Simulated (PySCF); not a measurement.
Spinor energies of Ti³⁺ (titanium, charge +3)

Start: [Ar] 3d1; 3d5/2 filled at m_j = +5/2. Calculated with PySCF 2.14 in x2c-QZVPPall-2c: generalised Hartree-Fock with the X2C-1e Hamiltonian and a Gaussian nucleus; one run each with spin-orbit coupling (SO) screened by Boettger's factors, then bare. This is a chosen level, not necessarily the ground level.

```csv
spinor shell,electrons,"ε, screened SO (eV)","ε, bare SO (eV)",weight of nominal j (bare SO),"rms radius, bare SO (bohr)"
1s1/2,2,-5051.9,-5051.9,1.000,0.0804
2s1/2,2,-623.64,-623.65,1.000,0.350
2p1/2,2,-523.21,-523.63,0.998,0.318
2p3/2,4,-517.45,-517.26,0.999,0.321
3s1/2,2,-111.68,-111.68,1.000,1.06
3p3/2,4,-80.897,-80.887,0.867,1.15
3p1/2,2,-81.470,-81.503,0.735,1.14
3d5/2,1,-43.272,-43.253,1.000,1.38
```

```json
{"quantity": "E (hartree)", "screened SO": "-851.10237", "bare SO": "-851.10314"}
{"quantity": "M_J", "screened SO": "5/2", "bare SO": "5/2"}
{"quantity": "⟨J²⟩", "screened SO": "8.755", "bare SO": "8.755"}
{"quantity": "⟨L²⟩", "screened SO": "6.005", "bare SO": "6.005"}
{"quantity": "⟨S²⟩", "screened SO": "0.751", "bare SO": "0.751"}
```

Each row is a mean over spinors that exchange with the open shell spreads, by up to 5.426 eV (3p3/2).

Rows whose weight is well below 1 are mixtures of j = l ± 1/2: exchange outweighs spin-orbit coupling there, and the label is only the starting occupation.
